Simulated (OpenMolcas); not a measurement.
An atom or ion with 17 electrons was computed by SS-RASPT2, IPEA 0.25 Eh, imaginary shift 0.1 Eh with spin-orbit coupling (OpenMolcas, ANO-RCC-VQZP, DKH2). The lowest levels that the run gave, each within 12 % of the measured value where one is at hand:

| J | Parity | E (cm-1) | g |
| --- | --- | --- | --- |
| 3/2 | odd | 0.0 | 1.334 |
| 1/2 | odd | 828 | 0.666 |
| 5/2 | even | 75030 | 1.601 |
| 3/2 | even | 75510 | 1.732 |
| 1/2 | even | 75820 | 2.667 |
| 3/2 | even | 78430 | 1.335 |
| 1/2 | even | 79040 | 0.670 |

Q: Which ion is it, and what are the configurations and terms?

A: Cl (Z = 17, neutral; active space 5 electrons in 9 orbitals (RAS2 3p; RAS3 3d 4s, at most 1 electron)). J, parity and g give the terms where levels are pure, and mixed ones are named by the computed weights; the size of the splittings, set against known spectra of the 17-electron sequence, gives the charge. In order, with the measured energies in cm-1 (NIST Handbook of Basic Atomic Spectroscopic Data): 3s2 3p5 2P* 3/2, 3s2 3p5 2P* 1/2 (882), 3s2 3p4 4s 4P 5/2 (71958), 3s2 3p4 4s 4P 3/2 (72489), 3s2 3p4 4s 4P 1/2 (72827), 3s2 3p4 4s 2P 3/2 (74226), 3s2 3p4 4s 2P 1/2 (74866).

ANO sets are built for valence states and can reach diffuse excited orbitals poorly, and with the s shell closed the s pⁿ⁺¹ terms that mix with these levels are absent. Measured partners are found by configuration, term and J. A level has none where our copy of the source lacks it or the pairing is in doubt (some pairs that miss far off the trend of their configuration count as doubtful), and it then counts in no deviation. Only configurations of the active space appear.

* marks odd parity.
